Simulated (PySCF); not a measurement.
## Vibration and rotation of NaTl

RHF-CCSD(T) constants of NaTl, ¹Σ⁺ (singlet), closed shell (Na cc-pVDZ, Tl cc-pVDZ-PP with ECP60; scalar-relativistic core potentials (PySCF 2.14); masses 22.9898 and 204.9744 u):

| Quantity | Value |
| --- | --- |
| ωe | 132.5 cm⁻¹ |
| ωexe | 0.513 cm⁻¹ |
| Be | 0.073753 cm⁻¹ |
| αe | 0.000404 cm⁻¹ |
| D (centrifugal) | 9.13e-08 cm⁻¹ |
| De to Na + Tl | 0.74 eV |

Problem. Give the vibrational terms G(v) and spacings up to v = 6.

Solution. G(v) = ωe(v+½) − ωexe(v+½)².

```csv
v,G(v) (cm⁻¹),G(v) − G(v−1),Bv (cm⁻¹)
0,66.1,,0.07355
1,197.6,131.5,0.07315
2,328.0,130.4,0.07274
3,457.5,129.4,0.07234
4,585.9,128.4,0.07193
5,713.2,127.4,0.07153
6,839.6,126.3,0.07113
```

Problem. How well does the Morse estimate ωe²/(4ωexe) reproduce De, and what is D0?

Solution. It gives 1.06 eV, 143 % of the computed De. D0 = De − G(0) = 0.74 − 0.01 = 0.73 eV.

Correlated steps freeze 5 core orbitals. Correlated levels converge slowly with the basis: in double zeta they bind strong bonds too weakly, by up to about 1 eV, and carry superposition errors of some tenths. Spin–orbit coupling is left out, which matters for elements this heavy, above all for dissociation energies. Where the molecule has an RHF reference, its open-shell atoms are computed with UHF.
